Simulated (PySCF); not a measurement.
## Ionisation energy of Sc⁺ by level of theory

Sc⁺ [Ar] 3d1 4s1 (3D) → Sc²⁺ [Ar] 3d1 (2D), as a difference of total energies. Calculation: PySCF 2.14, in pcseg-2 (6s4p3d2f1g, 56 functions); the non-relativistic Hamiltonian (point nucleus). Correlated levels: valence: [Ar] frozen. The calculations carry no spin-orbit coupling.

```csv
method,ionisation energy (eV),difference from reference (eV)
UHF,12.164,-0.636
LDA,13.206,+0.406
M06-L,12.049,-0.751
MP2 (valence),12.244,-0.556
SCS-MP2 (valence),12.190,-0.610
```

Reference: 12.800 eV (measured; NIST Atomic Spectra Database, ionization energies).

These non-relativistic numbers lack the scalar-relativistic shift.

The reference lies between the lowest fine-structure levels, while these numbers refer to the centres of the terms.

Errors of the correlated levels include the incompleteness of this basis and the frozen core.
